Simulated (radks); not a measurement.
Q: The mean radii <r> (bohr) of the occupied orbitals of an atom or ion are listed with their occupations. All-electron calculation, scalar-relativistic Kohn-Sham, PBE, spin-polarised, spherical densities, point nucleus. Program: a radial shooting solver on a logarithmic mesh with Libxc functionals.

orbital  occ.      <r>
1s down     1  0.02037
1s up       1  0.02037
2s up       1  0.08646
2s down     1  0.08646
2p up       3  0.07672
2p down     3  0.07672
3s up       1   0.2253
3s down     1   0.2251
3p up       3   0.2245
3p down     3   0.2242
3d up       5   0.2038
3d down     5   0.2035
4s up       1   0.4994
4s down     1   0.4998
4p up       3   0.5251
4p down     3   0.5257
4d up       5   0.5533
4d down     5   0.5546
4f up       6   0.5854

Name the element and its charge. Open shells, if any, are filled with parallel spins first.

A: Z = 68, erbium, charge +16: Er16+ in [Kr] 4d10 4f6. The 1s radius gives Z: for a bare nucleus <r> = (2 gamma + 1)/(2Z) with gamma = sqrt(1 - (Z/c)^2), 0.02012 bohr for Z = 68, and screening makes it slightly larger (0.02037 here). The occupations add up to 52, and the charge is Z minus that.
